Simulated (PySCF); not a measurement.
B(CCH)2(OH) (C4H3BO), SMILES C#CB(O)C#C.

Coordinates come from a PBE-D3(BJ)/def2-SVP optimisation. One conformer was computed; it need not be the lowest.

Calculation: PBE-D3(BJ)/def2-SVP run with PySCF.

Frequencies are harmonic and unscaled.

Problem. Give all harmonic wavenumbers and intensities. (An estimate is asked for; the answer gives what the named calculation found.)

Solution. 
```tsv
mode	ν (cm⁻¹)	IR (km/mol)	Raman (Å⁴/amu)	depolarisation	moving atoms (share of kinetic energy)
1	110	1.5	13.1	0.75	C 65 %, H 18 %, O 10 %
2	182	8.3	2.5	0.75	C 58 %, H 18 %, B 14 %, O 10 %
3	211	2.9	7.0	0.75	C 51 %, O 30 %, H 16 %
4	272	3.8	12.9	0.75	C 82 %, H 17 %
5	447	11.0	0.8	0.70	C 69 %, O 18 %, H 11 %
6	491	7.3	10.0	0.72	C 90 %
7	609	17.1	4.2	0.75	H 56 %, B 28 %, C 15 %
8	644	4.9	13.0	0.14	C 54 %, O 34 %
9	661	106.9	1.1	0.75	B 42 %, H 33 %, C 14 %, O 11 %
10	665	31.0	1.0	0.74	H 76 %, C 24 %
11	668	41.6	1.8	0.69	H 76 %, C 24 %
12	720	14.9	2.6	0.75	H 75 %, C 25 %
13	722	44.4	1.3	0.75	H 75 %, C 25 %
14	946	144.9	2.3	0.74	H 59 %, B 22 %, C 12 %
15	1201	301.7	3.3	0.24	B 57 %, H 26 %, C 9 %, O 8 %
16	1339	229.5	15.4	0.15	B 70 %, O 25 %
17	2105	40.4	347.0	0.20	C 90 %, H 9 %
18	2119	127.1	108.1	0.47	C 89 %, H 9 %
19	3393	47.3	41.9	0.28	H 86 %, C 14 %
20	3395	40.9	45.7	0.26	H 86 %, C 14 %
21	3719	76.4	127.7	0.28	H 94 %
```
